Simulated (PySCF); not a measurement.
A run for PySCF: D3(BJ) and D4 dispersion corrections on H2O (SMILES O).

```python
from pyscf import gto
from pyscf.dispersion import dftd3, dftd4

mol = gto.M(
    atom='''
    O    -0.00000000    0.00000000    0.38961139
    H     0.00000000    0.76498632   -0.19485569
    H     0.00000000   -0.76498632   -0.19485569
    ''',
    basis='def2-svp',
    charge=0, spin=0, verbose=0, max_memory=1800)
d3, d4 = {}, {}
for xc in ['hf', 'pbe', 'blyp', 'revpbe', 'tpss', 'r2scan', 'b3lyp', 'pbe0', 'bhlyp', 'camb3lyp', 'b2plyp']:
    d3[xc] = float(dftd3.DFTD3Dispersion(mol, xc=xc, version='d3bj', atm=False).get_dispersion()['energy'])
    print(f'D3(BJ) {xc:10s} {d3[xc]:14.8f} Eh')
for xc in ['hf', 'pbe', 'blyp', 'revpbe', 'tpss', 'r2scan', 'b3lyp', 'pbe0', 'bhlyp', 'camb3lyp', 'b2plyp']:
    d4[xc] = float(dftd4.DFTD4Dispersion(mol, xc={'camb3lyp': 'cam-b3lyp'}.get(xc, xc), atm=True).get_dispersion()['energy'])
    print(f'D4     {xc:10s} {d4[xc]:14.8f} Eh')
```

Output:

```
D3(BJ) hf            -0.00450233 Eh
D3(BJ) pbe           -0.00035943 Eh
D3(BJ) blyp          -0.00071916 Eh
D3(BJ) revpbe        -0.00106188 Eh
D3(BJ) tpss          -0.00042042 Eh
D3(BJ) r2scan        -0.00008484 Eh
D3(BJ) b3lyp         -0.00057383 Eh
D3(BJ) pbe0          -0.00027686 Eh
D3(BJ) bhlyp         -0.00040942 Eh
D3(BJ) camb3lyp      -0.00021234 Eh
D3(BJ) b2plyp        -0.00023428 Eh
D4     hf            -0.00098317 Eh
D4     pbe           -0.00019578 Eh
D4     blyp          -0.00047287 Eh
D4     revpbe        -0.00094918 Eh
D4     tpss          -0.00026710 Eh
D4     r2scan        -0.00004686 Eh
D4     b3lyp         -0.00031026 Eh
D4     pbe0          -0.00015671 Eh
D4     bhlyp         -0.00018233 Eh
D4     camb3lyp      -0.00014972 Eh
D4     b2plyp        -0.00013382 Eh
```

The run finished.

Cost: about 0.05 core-seconds (a rough figure).
